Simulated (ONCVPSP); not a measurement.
## Varying the ONCV potential for platinum (Pt)

Base potential:

Pt (Z = 78), optimised norm-conserving Vanderbilt (ONCV), made with ONCVPSP 4.0.1 (LDA (Perdew-Wang 92), scalar-relativistic). Core [Kr] 4d10, reference 4f14 5s2 5p6 5d9 6s1. Waves: 5s+6s: rc 1.50 bohr, ncon 4, nbas 8, qcut 7.5 1/bohr, 2 projectors; 5p: rc 1.40 bohr, ncon 4, nbas 9, qcut 10.2 1/bohr, 2 projectors, debl 3.8 Ha; 5d: rc 1.35 bohr, ncon 4, nbas 8, qcut 7.2 1/bohr, 1 projector; 4f: rc 0.60 bohr, ncon 4, nbas 9, qcut 27.7 1/bohr, 2 projectors, debl 1.6 Ha. Local part: polynomial inside 0.50 bohr (lpopt 5, dvloc0 2 Ha). Core correction: none.

In the f channel the program set the typed energies aside and used -2.591, 0.250 Ha.

Cutoffs, loose and tight: the cutoffs (Ha) at which the residual kinetic energy of the hardest occupied pseudo-wave falls to 1 and 0.1 mHa per electron. They do not see the model core or the augmentation charge, which bear on the density cutoff. Test errors are all-electron minus pseudo excitation energies from the reference, over the configurations 4f14 5s2 5p6 5d9 6s0; 4f14 5s2 5p6 5d8 6s0; 4f14 5s2 5p6 5d7 6s0; 4f14 5s2 5p6 5d8 6s1 6p1. A dash means not determined; rows that change the core or the reference have their own tests.

A true bound ghost makes a file unfit for plane-wave use even where its test errors are small: the radial tests pick states by their node count and pass the ghost by.

| change | outcome | cutoff, loose | cutoff, tight | bound ghosts | GHOST(+) flags above zero | largest test error (meV) |
| --- | --- | --- | --- | --- | --- | --- |
| base | generated, projector energies reset by the program | 339 Ha | 369 Ha | s, p, d | s | -14 |
| f: qcut 21.5 | generated, projector energies reset by the program | 915 Ha | 1161 Ha | s, p, d | s | -14 |
| f: qcut 25 | generated, projector energies reset by the program | 304 Ha | 873 Ha | s, p, d | s | -14 |
| f: qcut 37.6 | generated, projector energies reset by the program | 457 Ha | 509 Ha | s, p, d | s | -14 |
| f: qcut 40 | generated, projector energies reset by the program | 394 Ha | 571 Ha | s, p, d | s | -14 |

What comes out with this change to the base: f: qcut 33.7?

outcome: generated, projector energies reset by the program; cutoff, loose: 422 Ha; cutoff, tight: 467 Ha; bound ghosts: s, p, d; GHOST(+) flags above zero: s; largest test error (meV): -14.

What comes out with this change to the base: f: qcut 18.2?

outcome: generated, projector energies reset by the program; cutoff, loose: 1036 Ha; cutoff, tight: 1524 Ha; bound ghosts: s, p, d; GHOST(+) flags above zero: s, f; largest test error (meV): -14.

What comes out with this change to the base: f: qcut 28?

outcome: generated, projector energies reset by the program; cutoff, loose: 343 Ha; cutoff, tight: 373 Ha; bound ghosts: s, p, d; GHOST(+) flags above zero: s; largest test error (meV): -14.

Reading the sweep of the qcut of the f channel (base included, trends over the rows without a ghost): Bound ghosts are found at 18.2, 21.5, 25, 27.7, 28, 33.7, 37.6, 40 1/bohr. Every judged row has one, so this setting neither creates nor removes them.
